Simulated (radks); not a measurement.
Correlation energies from several functionals, in hartree. Species: P [Ne] 3s2 3p3; Mg [Ne] 3s2; Be+ [He] 2s1. All-electron calculation, non-relativistic Kohn-Sham, exchange-only LDA, spin-polarised, spherical densities, point nucleus. Program: a radial shooting solver on a logarithmic mesh with Libxc functionals. Every spin shell is full or empty, so the densities are truly spherical. Functionals are evaluated on that one density, not self-consistently.

functional	P	Mg	Be+
PW92	-1.1107	-0.88568	-0.17198
VWN5	-1.1164	-0.88979	-0.17281
Chachiyo	-1.0882	-0.86856	-0.16857
PBE	-0.52247	-0.40710	-0.053588
PBEsol	-0.61401	-0.48165	-0.068421
LYP	-0.56655	-0.45987	-0.061320
PW91	-0.57391	-0.44668	-0.061615
AM05	-1.0048	-0.79613	-0.15033
OP (B88)	-0.54204	-0.44265	-0.068301
revTPSS	-0.54245	-0.42518	-0.054699
r2SCAN	-0.52745	-0.41304	-0.050229
Tao-Mo	-0.47603	-0.36690	-0.036812
